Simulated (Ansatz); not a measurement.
Mulliken charges of F$_{2}$OSe (`O=[Se](F)F`) from B3LYP/def2-TZVPP in Ansatz (PBE0-D4/def2-TZVP geometry).

```json
{"atom": "O1", "x (Å)": "-0.403", "y (Å)": "0.471", "z (Å)": "1.373", "charge (e)": "-0.472"}
{"atom": "Se2", "x (Å)": "-0.555", "y (Å)": "0.118", "z (Å)": "-0.154", "charge (e)": "1.065"}
{"atom": "F3", "x (Å)": "0.147", "y (Å)": "-1.459", "z (Å)": "-0.308", "charge (e)": "-0.297"}
{"atom": "F4", "x (Å)": "0.811", "y (Å)": "0.870", "z (Å)": "-0.911", "charge (e)": "-0.297"}
```

**Question.** By hand: the dipole of these point charges (1 e Å = 4.8032 D).

**Answer.** Σ q r = (-0.685, 0.078, -0.450) e Å, of length 0.823 e Å = 3.95 D.

**Question.** How does the dipole of the full density compare? (Estimate.)

**Answer.** Computed: (-0.455, 0.035, -0.366) e Å, 2.81 D; the point charges give 1.41 times that, at 6° from its direction.

Point charges leave out the atoms' own dipoles, such as those of lone pairs, and Mulliken's split depends on the basis, so the two needn't agree.

B3LYP here is the variant with VWN-RPA as its local correlation; programs differ in this.
